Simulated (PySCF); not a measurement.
Geometry (Å), atoms numbered from 1 in this order:
```xyz
15

N     3.5653    0.8357   -1.9599
C     2.6842    0.3101   -1.4470
C     1.6026   -0.3459   -0.8322
C     0.9106    0.1887    0.1712
C    -0.2556   -0.4930    0.8326
O    -0.5826   -1.7222    0.2477
C    -1.4775    0.4459    0.8143
O    -1.8335    0.6209   -0.5415
H     1.3648   -1.3291   -1.2177
H     1.1613    1.1647    0.5625
H     0.0074   -0.7066    1.8773
H    -1.0178   -1.5238   -0.5929
H    -2.2974   -0.0249    1.3728
H    -1.2253    1.4031    1.2882
H    -2.6107    1.1843   -0.5972
```

Geometry: GFN2-xTB; GIAO absolute shieldings from PySCF 2.14.0 with density-fitted response routines, gas phase, non-relativistic, averaged over equivalent atoms.

At PBE0/pcSseg-0 (86 basis functions, 5 s wall time on 1 thread of an Intel Xeon 6975P-C, shared host):
| atoms | σ (ppm) |
| --- | --- |
| N1 | -59.4 |
| C4 | 24.4 |
| C2 | 62.0 |
| C3 | 81.6 |
| C5 | 116.9 |
| C7 | 121.4 |
| O6 | 317.3 |
| O8 | 330.3 |
| H10 | 26.25 |
| H9 | 27.24 |
| H11 | 28.40 |
| H13 | 28.68 |
| H14 | 28.98 |
| H12 | 31.88 |
| H15 | 33.38 |

Task: Estimate the result of repeating the calculation with PBE0/pcSseg-1.

Result: 
```json
{"atoms": "N1", "σ at PBE0/pcSseg-1": "-51.6", "change": "+7.8"}
{"atoms": "C4", "σ at PBE0/pcSseg-1": "19.7", "change": "-4.7"}
{"atoms": "C2", "σ at PBE0/pcSseg-1": "64.4", "change": "+2.4"}
{"atoms": "C3", "σ at PBE0/pcSseg-1": "80.0", "change": "-1.6"}
{"atoms": "C5", "σ at PBE0/pcSseg-1": "111.2", "change": "-5.7"}
{"atoms": "C7", "σ at PBE0/pcSseg-1": "116.5", "change": "-4.9"}
{"atoms": "O6", "σ at PBE0/pcSseg-1": "304.9", "change": "-12.4"}
{"atoms": "O8", "σ at PBE0/pcSseg-1": "319.7", "change": "-10.6"}
{"atoms": "H10", "σ at PBE0/pcSseg-1": "24.67", "change": "-1.58"}
{"atoms": "H9", "σ at PBE0/pcSseg-1": "25.76", "change": "-1.48"}
{"atoms": "H11", "σ at PBE0/pcSseg-1": "27.25", "change": "-1.15"}
{"atoms": "H13", "σ at PBE0/pcSseg-1": "27.47", "change": "-1.21"}
{"atoms": "H14", "σ at PBE0/pcSseg-1": "27.69", "change": "-1.29"}
{"atoms": "H12", "σ at PBE0/pcSseg-1": "29.46", "change": "-2.42"}
{"atoms": "H15", "σ at PBE0/pcSseg-1": "31.09", "change": "-2.29"}
```

The largest change is at O6 (alcohol oxygen). Cost: 171 basis functions, 18 s wall time on 1 thread of an Intel Xeon 6975P-C, shared host. The order of the carbon signals is the same at both levels.
